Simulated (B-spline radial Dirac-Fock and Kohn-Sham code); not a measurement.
## Satellites and hypersatellites of the K lines of Cr⁵⁺

System: Cr⁵⁺, configuration [Ar] 3d1, inside a Watson sphere of charge -5 and radius 1.6 Å (a model of the Madelung potential; inside it an electron's potential energy is raised by 45.0 eV).

Level of theory: multi-electron Dirac-Fock with separately optimised hole states, Breit and Lamb-shift corrections added in first order; a B-spline atomic structure program. Each two-hole energy is an average over J within one jj subconfiguration, not an observable level; in light atoms, where LS coupling holds, the j-resolved values are not observed lines, and for a K spectator the Kα1 hypersatellite is nearly forbidden. Electron correlation is not included.

Lines without a spectator: Kα2 (K-L2) 5402.5 eV, Kα1 (K-L3) 5411.0 eV, Kβ3 (K-M2) 5955.0 eV, Kβ1 (K-M3) 5956.1 eV. Shifts in eV with one spectator hole (a dash: not computed, or left out as unreliable):

| spectator hole | Kα2 | Kα1 | Kβ3 | Kβ1 |
| --- | --- | --- | --- | --- |
| L2 (2p1/2) | +22.28 | +27.36 | – | +67.1 |
| L3 (2p3/2) | +25.78 | +24.59 | +65.4 | – |
| M2 (3p1/2) | – | +2.22 | +7.71 | +9.24 |
| M3 (3p3/2) | +2.05 | – | +8.95 | +8.53 |

Question: Where does the K-L3 hypersatellite lie, emitted when both K electrons are missing?

Answer: +251.4 eV from the normal line, at 5662.3 eV. Removing both K electrons costs 12441.0 eV, which is 347.6 eV more than twice the K binding energy. In light atoms the observed hypersatellite is the ¹S₀ → ¹P₁ component, which lies below this average, and the triplet component is nearly forbidden.

With n spectator holes in 2p, averaged over the 2p shell (energies in eV):

```tsv
n	KαLⁿ	step	hypersatellite KαʰLⁿ
0	5408.1	–	5659.0
1	5433.6	+25.5	5685.8
2	5460.5	+26.8	5714.0
3	5488.6	+28.2	5743.5
4	5518.2	+29.5	5774.3
5	5549.0	+30.9	5806.5
```
